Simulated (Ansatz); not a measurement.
Compare A (`C=C=[CH][GeH3]`) with its isomer B (`[GeH3][C]1=CC1`).

Isolated molecules relaxed with PBE0-D4/def2-TZVP in Ansatz; ΔE leaves out vibrations. CCSD(T)/CBS is the MP2 limit (def2-TZVPP, def2-QZVPP) plus CCSD(T) − MP2 in def2-TZVPP, frozen cores. DFT in def2-TZVPP. B3LYP here is the variant with VWN-RPA as its local correlation; programs differ in this. For Ge outer-core shells are correlated without core-valence functions, which leaves a few kJ/mol of doubt a bond. Scalar relativity is left out up to krypton.

(1) Which isomer does CCSD(T)/CBS put lower? Give the gap. (Estimate.)

(2) Give E(B) − E(A) in kcal/mol with MP2/def2-TZVPP, B3LYP, PBE-D4, HF/def2-TZVPP, PBE0-D4, ωB97M-V, r2SCAN-D4. (Estimate.)

Largest T1 diagnostic: 0.012.

## Answers

(1) Ansatz gave: A, by 19.4 kcal/mol.

(2) Ansatz gave: MP2/def2-TZVPP 16.7, B3LYP 23.1, PBE-D4 20.0, HF/def2-TZVPP 22.4, PBE0-D4 18.3, ωB97M-V 19.6, r2SCAN-D4 21.0. None reverses the order clearly.

In def2-TZVPP, CCSD(T) changes the Hartree–Fock value by −2.9 kcal/mol (the triples alone add +0.0 kcal/mol) and MP2 by −5.7 kcal/mol. From PBE to PBE0 (25 % exact exchange), in def2-TZVPP and without D4, E(B) − E(A) moves by −1.6 kcal/mol.
